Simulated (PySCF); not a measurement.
**SiCl3F**

SiCl3F is a small molecule, neutral, singlet. The structure was relaxed in the gas phase by PBE0-D3(BJ)/def2-SVP. No frequency run checks that it is a minimum.

SMILES: F[Si](Cl)(Cl)Cl

```xyz
5

Si   -0.105   -0.030    0.022
Cl    0.643    1.426   -1.173
Cl    0.238   -1.857   -0.785
Cl    0.694    0.094    1.881
F    -1.689    0.177    0.141
```
Atoms count from 1 in this order.

Shieldings: GIAO PBE0/pcSseg-2. Shifts are against computed references at the same level: Si TMS (σ 341.3 ppm). Core levels by delta-SCF with SCAN, pcX-2 on the ionised atom and pcseg-1 elsewhere, spin-free X2C (2p3/2 is the spin-free 2p value less a third of a first-order spin-orbit splitting); from the vacuum level, for chosen atoms.

**Question.** Give the shieldings and core levels atom by atom.

**Answer.** 
| atoms | bonded to | σ (ppm) | δ (ppm) | core level (eV) |
| --- | --- | --- | --- | --- |
| Si1 | 3 Cl + 1 F | 356.3 | -15.0 | 2p3/2 110.74 |
| Cl2 Cl3 Cl4 | 1 Si | 802.0 | - | 2p3/2 207.20 |
| F5 | 1 Si | 264.1 | - | 1s 693.55 |

Values are those of this one static structure; atoms that internal rotation interchanges would show their mean in an NMR spectrum.

**Question.** By CAM-B3LYP/def2-SVPD (TDDFT singlets, Tamm-Dancoff triplets, ionisation by delta-SCF), where does absorption start, and what does vertical ionisation take?

**Answer.** The first singlet with intensity lies at 8.01 eV (f 0.031); what lies below it is dark. The lowest singlet lies at 7.69 eV (f 0.000), the strongest of the first 6 at 8.63 eV (f 0.068), the lowest triplet at 7.22 eV; vertical ionisation takes 12.16 eV.
